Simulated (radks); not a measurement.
Species: the promethium ion Pm50+. Configuration: [Ne] 3s1.

All-electron calculation, scalar-relativistic Kohn-Sham, PBE, spin-polarised, spherical densities, finite nucleus; open shells are filled with parallel spins first (spin-orbit coupling, left out, can overturn this in heavy ions); Fermi nuclear charge, rms radius 4.962 fm. Program: a radial shooting solver on a logarithmic mesh with Libxc functionals.

Energy parts (eV):
part                      energy
total                 -201573.94
kinetic                218575.61
electron-nucleus      -435923.96
Hartree                 18789.05
exchange-correlation    -3014.64

Orbitals (lengths in bohr, moments of r in powers of bohr; r(max) is where P^2 peaks; r(90%) holds 90 % of the orbital's charge):
orbital  occ.  eigenvalue (eV)  r(90%)   r(max)  <1/r>      <r^4>
1s up       1        -48705.69  0.0418  0.01479  67.46  1.411e-06
1s down     1        -48702.48  0.0418  0.01479  67.45  1.411e-06
2s up       1        -10785.65   0.150  0.08307  15.87  0.0002101
2s down     1        -10781.51   0.150  0.08308  15.88  0.0002097
2p up       3        -10042.60   0.138  0.06686  14.90  0.0001518
2p down     3        -10038.97   0.138  0.06686  14.91  0.0001515
3s up       1        -4446.268   0.337   0.2214  6.538   0.005488
3s down     0        -4426.509   0.336   0.2211  6.551   0.005462

The highest occupied level is 3s up at -4446.3 eV. For comparison, the ionisation energy in NIST's Atomic Spectra Database is 4476 eV (theoretical). In exact Kohn-Sham theory the highest level is minus the ionisation energy, but local and semilocal functionals leave it too shallow, through self-interaction and a potential that decays too fast; potentials with the right tail come closer.
